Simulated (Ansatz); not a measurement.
The first iterations of a band of C2H6OSi (10 atoms, charge 0, multiplicity 1).

All numbers below come from Ansatz, RKS PBE-D4/def2-SVP.

* movable images: 5
* climbing image: yes
* spring: 5.0 eV/Å²
* optimiser: quadratic models (default)
* start path: straight line
* force threshold: 0.05 eV/Å
* iteration limit: 60
* end points: relaxed

Initial state:

```xyz
10
Properties=species:S:1:pos:R:3
O -1.283 0.754 -1.674
Si -0.893 0.270 -0.115
C 0.382 -1.017 0.302
C 0.785 0.465 0.661
H -0.562 0.721 -2.326
H -2.137 0.414 0.690
H 0.980 -1.492 -0.497
H 0.221 -1.710 1.148
H 0.881 0.712 1.734
H 1.626 0.882 0.077
```

Final state:

```xyz
10
Properties=species:S:1:pos:R:3
O -0.963 0.469 -1.856
Si -0.811 0.234 -0.197
C 0.362 -1.082 0.364
C 0.846 0.385 0.642
H -1.059 1.401 -2.120
H -2.065 0.522 0.566
H 0.931 -1.638 -0.402
H 0.128 -1.705 1.244
H 0.907 0.695 1.700
H 1.723 0.719 0.059
```

| iteration | highest image above the first end (eV) | largest band force component (eV/Å) |
| --- | --- | --- |
| 1 | 3.510 | 24.223 |
| 2 | 0.113 | 1.502 |

Q: Does the band converge within its limit, and where does its top end?

A: The forces met the threshold. It ended after 8 iterations with the highest image 0.007 eV above the first end. The top lies less than 8 meV above the higher end, about what the thresholds resolve: that end is a shoulder or a very shallow well. Another band between the same ends (5 images) ends at a top of the same energy, where a vibrational analysis finds 1 clearly imaginary mode.

The run took 3.3 min on 1 thread of Arm Neoverse N1 (shared host), peak memory 0.13 GiB.
